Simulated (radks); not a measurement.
Be+, 3 electrons, occupied as [He] 2s0.5 2p0.5 (fractional occupations, a model configuration).

All-electron calculation, scalar-relativistic Kohn-Sham, BLYP, spin-polarised, spherical densities, finite nucleus; open shells are filled with parallel spins first; Fermi nuclear charge, rms radius 2.519 fm. Program: a radial shooting solver on a logarithmic mesh with Libxc functionals.

Energy parts (eV):
| part | energy |
|---|---|
| total | -388.065 |
| kinetic | 386.965 |
| electron-nucleus | -864.255 |
| Hartree | 158.369 |
| exchange-correlation | -69.145 |

Orbitals (lengths in bohr, moments of r in powers of bohr; r(max) is where P^2 peaks; r(90%) holds 90 % of the orbital's charge):
| orbital | occ. | eigenvalue (eV) | r(90%) | <r^2> | <r> | r(max) |
|---|---|---|---|---|---|---|
| 1s up | 1 | -118.3284 | 0.757 | 0.2402 | 0.4196 | 0.2652 |
| 1s down | 1 | -117.9686 | 0.757 | 0.2400 | 0.4195 | 0.2653 |
| 2s up | 0.5 | -14.2943 | 3.48 | 5.939 | 2.246 | 1.851 |
| 2p up | 0.5 | -10.3219 | 3.79 | 6.613 | 2.328 | 1.826 |

The highest occupied level is 2p up at -10.322 eV. The spin density at the nucleus is 0.5084 e/bohr^3 (1s 0.0076, 2s 0.5008). Spin moment in Bohr magnetons: 1. The electron density at the nucleus is 35.44 e/bohr^3 (large components only). The density falls to 0.001 e/bohr^3 at r = 3.46 bohr. Summed over all electrons, <r^2> = 6.756 bohr^2, which gives a Langevin (diamagnetic) susceptibility term of -5.35 x 10^-6 cm^3/mol.
